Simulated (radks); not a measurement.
The numbers below are computed, except where a source is named.
Question: Valence configurations of Ca (all share [Ar]). Level of theory: scalar-relativistic Kohn-Sham, PBEsol, spin-polarised, spherical densities, point nucleus; open shells are filled with parallel spins first (a radial shooting solver on a logarithmic mesh with Libxc functionals). Order these by energy: 3d0.5 4s1.5; 3d1 4s0.5 4p0.5; 3d2; 4s0.5 4p1.5; 3d1 4s1; 4s2; 4s1.5 4p0.5; 4s1 4p1; 3d0.5 4s0.5 4p1; 3d1 4p1.

Answer: From the lowest, in eV above it: 4s2 0.000; 3d0.5 4s1.5 0.922; 4s1.5 4p0.5 1.047; 3d1 4s1 1.760; 4s1 4p1 1.835; 3d0.5 4s0.5 4p1 2.820; 3d1 4s0.5 4p0.5 2.875; 4s0.5 4p1.5 3.117; 3d1 4p1 3.982; 3d2 4.493. NIST lists [Ar] 4s2 as the ground configuration; this level of theory agrees among the configurations tried. The energies are those of spherical high-spin densities, not of single terms.
